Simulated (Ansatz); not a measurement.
C4H10Si, SMILES `CC/C=C/[SiH3]`. Total charge 0; spin multiplicity 1.

```xyz
15

C     1.924   -1.257   -0.748
C     0.415   -1.136   -0.928
C    -0.123    0.129   -0.349
C    -1.039    0.219    0.615
Si   -1.639    1.837    1.292
H     2.303   -2.170   -1.212
H     2.444   -0.410   -1.204
H     2.190   -1.277    0.311
H    -0.092   -1.993   -0.474
H     0.182   -1.162   -2.000
H     0.301    1.046   -0.763
H    -1.445   -0.709    1.017
H    -3.108    1.994    1.098
H    -0.937    2.946    0.591
H    -1.376    1.942    2.754
```

Problem. Give the diagnostics of a CCSD(T)/def2-TZVPP run (frozen core, Ansatz). (Estimate.)

Solution. The calculation gave: T1 = 0.0107, largest single amplitude 0.009, largest double 0.052, (T) share of the correlation energy 3.9 %, 9 CCSD cycles. The RHF solution is stable towards an unrestricted one. T1 lies under the customary mark of 0.02 for closed shells.
